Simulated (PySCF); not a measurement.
Ga(F)2(SeH) (F2GaHSe), SMILES [F][Ga]([F])[SeH]. Geometry: PBE-D3(BJ)/def2-SVP. Other conformers were not sampled.

The numbers are results of PBE-D3(BJ)/def2-SVP (PySCF), not measurements.

Harmonic wavenumbers (cm⁻¹): 105, 156, 175, 231, 294, 621, 671, 713, 2358. Rotational constants (GHz): 5.869, 1.478, 1.181; symmetry number 1.

**Question.** Work out the zero-point energy and the ideal-gas rigid-rotor harmonic-oscillator thermochemistry at 298.15 K and 1 atm.

**Answer.** ZPE = ½ Σ hcν = ½ × 5323 cm⁻¹ = 31.84 kJ/mol. H − E(el) = 50.37 kJ/mol. Entropy in J/(mol K): translation 174.03, rotation 116.49, vibration 53.17, total 343.70. G − E(el) = -52.10 kJ/mol. Cp = 82.95 J/(mol K). Modes under 150 cm⁻¹ make the vibrational entropy uncertain.
